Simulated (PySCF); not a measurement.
**Correlation energy of N(2+) (nitrogen, charge +2)**

[He] 2s2 2p1, 2P determinant. Computed with PySCF 2.14 in def2-SVP (3s2p1d, 14 functions), with the non-relativistic Hamiltonian (point nucleus). Frozen: 1s2; 3 electrons correlated.

MP2 pair energies summed by pair of shells (mhartree):

```tsv
pair	energy	share (%)
2s-2s	-29.92	64.0
2s-2p	-16.81	36.0
```

Total MP2 correlation energy: -46.73 mhartree.

Same-spin part -2.35 and opposite-spin part -44.38 mhartree; SCS-MP2 scales them by 1/3 and 6/5 to -54.04 mhartree.

```json
{"level": "CCSD", "correlation energy (mhartree)": "-75.74"}
{"level": "(T)", "correlation energy (mhartree)": "-0.63"}
{"level": "CCSD(T)", "correlation energy (mhartree)": "-76.37"}
```

Diagnostics: T1 = 0.0066, D1 = 0.0117, largest double amplitude 0.144.

Cost of the coupled-cluster step: 0.13 s of wall time on 1 thread of Neoverse-N1 (shared host), for 3 correlated electrons.
